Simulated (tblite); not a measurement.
Compound: C5H4F2Si.
Atom-mapped SMILES: `[CH:1]#[C:2][Si:3]([F:4])([F:5])[C:6]#[C:7][CH3:8]` (hydrogens: H9 on C1; H10, H11, H12 on C8)

Structure optimised with GFN2-xTB, isolated species.

(1) What internal coordinates does the optimisation give?

Results:

(1) 
```csv
bond,length (Å)
C1≡C2,1.201
C2–Si3,1.841
"Si3–F4, Si3–F5",1.601
Si3–C6,1.831
C6≡C7,1.205
C7–C8,1.441
C1–H9,1.052
"C8–H10, C8–H11, C8–H12",1.090
```

Bonds in one row agree within 0.01 Å and their mean is given. A selection of angles:
```csv
angle,degrees
C1–C2–Si3,179.2
C2–Si3–F4,109.7
C2–Si3–C6,113.6
F4–Si3–F5,101.9
F4–Si3–C6,110.6
Si3–C6–C7,179.3
C6–C7–C8,179.6
```

The C–C distances run from 1.201 Å (C1≡C2, drawn triple) to 1.441 Å (C7–C8, drawn single), a spread of 0.240 Å. Si3 (fluorine-bound silicon) is distorted tetrahedral (angles from 101.9° to 113.6°).

Its lowest GFN2-xTB frequency is 18i cm⁻¹, too small to tell a flat minimum from a shallow saddle.

These are computed values.
